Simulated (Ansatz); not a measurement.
C₄H₅FO₂, singlet, at a GFN2-xTB geometry, with bond 11-7 at 1.8 times its length; CASSCF(4,5)/STO-3G (Ansatz, a quantum-chemistry and plane-wave program).

Input for Ansatz:
Ansatz 0.2 input:
```yaml
crystal:
  periodic: [false, false, false]
  atoms:
    - {symbol: C, position_ang: [-2.15014687, -0.55085453, -0.73440341]}
    - {symbol: C, position_ang: [-1.07404008, -0.49982847, 0.03576137]}
    - {symbol: F, position_ang: [-1.02793564, -1.13924091, 1.21755393]}
    - {symbol: C, position_ang: [0.16204153, 0.25253455, -0.32244262]}
    - {symbol: O, position_ang: [0.28142013, 0.87837169, -1.34564682]}
    - {symbol: O, position_ang: [1.09786179, 0.14632852, 0.61587585]}
    - {symbol: C, position_ang: [2.31646759, 0.83011244, 0.36603768]}
    - {symbol: H, position_ang: [-2.14763970, -0.02623542, -1.67173638]}
    - {symbol: H, position_ang: [-3.02673030, -1.10314185, -0.44715679]}
    - {symbol: H, position_ang: [2.94229270, 0.66177945, 1.23824123]}
    - {symbol: H, position_ang: [3.17570047, 0.11876274, -1.25222217]}
    - {symbol: H, position_ang: [2.12949060, 1.89646219, 0.22411180]}
basis:
  gaussian:
    orbitals: STO-3G
hamiltonian:
  xc: hf
magnetization: {spin_polarized: false}
correlation: {active_space: {window: {electrons: 4, orbitals: 5}}}
```

What the program printed (banner, timings and long lists left out):

```
Functional definition: HF
577 factors; integrals over basis functions are off by at most 3.0e-5 eV
mean field evaluation 1: about -10821.8218 eV, gradient 4.6e1 eV
mean field evaluation 2: about -10822.1256 eV, gradient 4.6e1 eV
mean field evaluation 4: about -10829.6100 eV, gradient 4.2e0 eV
mean field evaluation 8: about -10829.7110 eV, gradient 2.6e-1 eV
mean field -10829.71135404 eV, -397.9845516189 hartree, gradient 1.9e-6 eV, S^2 0.000000; 0 other end points of the search recorded, 0 dependent functions left out
reference -10829.71135404 eV, -397.9845516189 hartree; 27, 27 occupied and 13, 13 virtual orbitals, 577 factors
state -10833.25123015 eV, -398.1146396665 hartree
Total energy: -10833.25123015 eV, -398.1146396665 hartree
```
